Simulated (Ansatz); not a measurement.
Consider the ligand exchange at the Sn–C bond: `[AlH2]/[CH]=[CH]/[SnH3]` + `C[SiH2]N` → `C[SiH2][NH][SnH3]` + `C=[CH][AlH2]`.

Gas-phase electronic energies from Ansatz, PBE0-D4/def2-TZVP geometries. CCSD(T)/CBS adds triple-zeta CCSD(T) − MP2 to the extrapolated MP2 energy (def2 sets, frozen cores). DFT in def2-TZVPP. B3LYP here is the variant with VWN-RPA as its local correlation; programs differ in this. Elements past krypton have def2 core potentials. For Sn outer-core shells are correlated without core-valence functions, which leaves a few kJ/mol of doubt a bond. Each species was taken in one conformer, which may not be the lowest.

`[AlH2]/[CH]=[CH]/[SnH3]`:

Cartesian coordinates in Å:
```
Al -2.126 -0.159 1.592
C -0.423 0.339 0.797
C -0.038 -0.279 -0.328
Sn 1.793 0.118 -1.364
H -2.947 -1.284 0.830
H -2.674 0.511 2.923
H 0.236 1.098 1.222
H -0.689 -1.040 -0.762
H 3.116 -0.202 -0.332
H 1.907 -0.865 -2.757
H 1.845 1.763 -1.822
```

`C[SiH2]N`:

Z-matrix (Å, degrees):
```
C
Si 1 1.871
H 1 1.093 2 111.2
H 1 1.094 2 110.5 3 119.8
H 1 1.093 2 111.2 3 -120.4
N 2 1.720 1 116.4 3 60.2
H 2 1.489 1 108.4 3 -179.4
H 2 1.489 1 108.4 3 -60.3
H 6 1.007 2 120.7 1 73.7
H 6 1.007 2 120.7 1 -73.5
```

`C[SiH2][NH][SnH3]`:

Z-matrix (Å, degrees):
```
C
Si 1 1.867
H 1 1.093 2 111.4
H 1 1.093 2 110.0 3 -119.7
H 1 1.094 2 111.6 3 121.4
N 2 1.718 1 108.8 3 -59.0
H 2 1.496 1 108.3 3 177.6
H 2 1.492 1 110.3 3 61.7
Sn 6 2.024 2 127.9 1 -24.0
H 6 1.009 2 117.4 1 170.6
H 9 1.707 6 108.8 2 70.6
H 9 1.709 6 109.7 2 -49.4
H 9 1.705 6 105.6 2 -169.6
```

`C=[CH][AlH2]`:

Cartesian coordinates in Å:
```
C -0.957 0.448 0.888
C 0.245 -0.085 0.650
Al 0.810 -0.394 -1.178
H -1.635 0.717 0.079
H -1.331 0.645 1.892
H 0.857 -0.323 1.520
H 2.226 -1.021 -1.529
H -0.215 0.012 -2.322
```

Is it downhill or uphill in electronic energy at CCSD(T)/CBS, and by how much? (An estimate is asked.)

Ansatz gave: Downhill: ΔE = -6.8 kcal/mol.

What do these levels give: PBE0-D4, ωB97X-V, PBE, B3LYP, HF/def2-TZVPP, MP2/def2-TZVPP, SCS-MP2/def2-TZVPP, CCSD/def2-TZVPP, CCSD(T)/def2-TZVPP, MP2/def2-QZVPP, HF/CBS(def2), MP2/CBS(def2)? (Best estimate.)

Computed: PBE0-D4 -5.3, ωB97X-V -6.7, PBE -3.9, B3LYP -5.1, HF/def2-TZVPP -7.7, MP2/def2-TZVPP -6.0, SCS-MP2/def2-TZVPP -6.6, CCSD/def2-TZVPP -6.4, CCSD(T)/def2-TZVPP -6.2, MP2/def2-QZVPP -6.4, HF/CBS(def2) -8.0, MP2/CBS(def2) -6.6 kcal/mol.

Largest T1 diagnostic among the species: 0.013.

The D4 term adds −1.2 kcal/mol with B3LYP and −0.7 kcal/mol with PBE0; it sums over pairs of atoms, weighted by their polarisabilities, and B3LYP, whose exchange is more repulsive, gets the larger term. From PBE to PBE0 (25 % exact exchange), in def2-TZVPP and without D4, ΔE moves by −0.7 kcal/mol.
